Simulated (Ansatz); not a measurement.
The cluster HfSi5. Charge 0, multiplicity 1. Geometry PBE0-D4/def2-SVP.

```csv
atom,x (Å),y (Å),z (Å)
Hf1,-0.965,-1.580,0.706
Si2,1.157,-0.013,0.591
Si3,0.821,-1.703,-1.111
Si4,-1.038,0.879,1.190
Si5,0.600,2.142,-0.244
Si6,-0.575,0.275,-1.132
```

In the def2 sets Hf takes a core potential; there is no spin–orbit coupling. The structure comes from a short search, and lower isomers may exist.

(1) Estimate the orbital energies around the gap (eV) in Ansatz with PBE-D4/def2-SVP, PBE-D4/def2-TZVP, PBE-D4/def2-TZVPD, r2SCAN-D4/def2-TZVP, PBE0-D4/def2-TZVP.

Results:

(1) 
| orbital | PBE-D4/def2-SVP | PBE-D4/def2-TZVP | PBE-D4/def2-TZVPD | r2SCAN-D4/def2-TZVP | PBE0-D4/def2-TZVP |
| --- | --- | --- | --- | --- | --- |
| HOMO−13 | -33.82 | -33.74 | -33.75 | -34.98 | -36.54 |
| HOMO−12 | -33.62 | -33.55 | -33.56 | -34.75 | -36.31 |
| HOMO−11 | -15.65 | -15.36 | -15.37 | -16.04 | -17.32 |
| HOMO−10 | -12.25 | -12.07 | -12.08 | -12.54 | -13.68 |
| HOMO−9 | -10.49 | -10.35 | -10.36 | -10.72 | -11.74 |
| HOMO−8 | -10.30 | -10.16 | -10.18 | -10.53 | -11.59 |
| HOMO−7 | -8.56 | -8.47 | -8.48 | -8.71 | -9.65 |
| HOMO−6 | -6.66 | -6.51 | -6.53 | -6.73 | -7.29 |
| HOMO−5 | -6.35 | -6.23 | -6.24 | -6.40 | -7.01 |
| HOMO−4 | -6.14 | -6.05 | -6.07 | -6.19 | -6.88 |
| HOMO−3 | -5.72 | -5.61 | -5.63 | -5.77 | -6.37 |
| HOMO−2 | -5.59 | -5.48 | -5.49 | -5.63 | -6.24 |
| HOMO−1 | -5.58 | -5.46 | -5.47 | -5.63 | -6.24 |
| HOMO | -4.63 | -4.55 | -4.56 | -4.67 | -5.33 |
| LUMO | -3.56 | -3.51 | -3.52 | -3.36 | -2.92 |
| LUMO+1 | -3.30 | -3.23 | -3.25 | -3.12 | -2.50 |
| LUMO+2 | -2.90 | -2.86 | -2.89 | -2.76 | -2.20 |
| LUMO+3 | -2.84 | -2.83 | -2.85 | -2.69 | -2.19 |
| LUMO+4 | -2.52 | -2.48 | -2.51 | -2.38 | -1.86 |
| LUMO+5 | -2.42 | -2.36 | -2.38 | -2.22 | -1.60 |
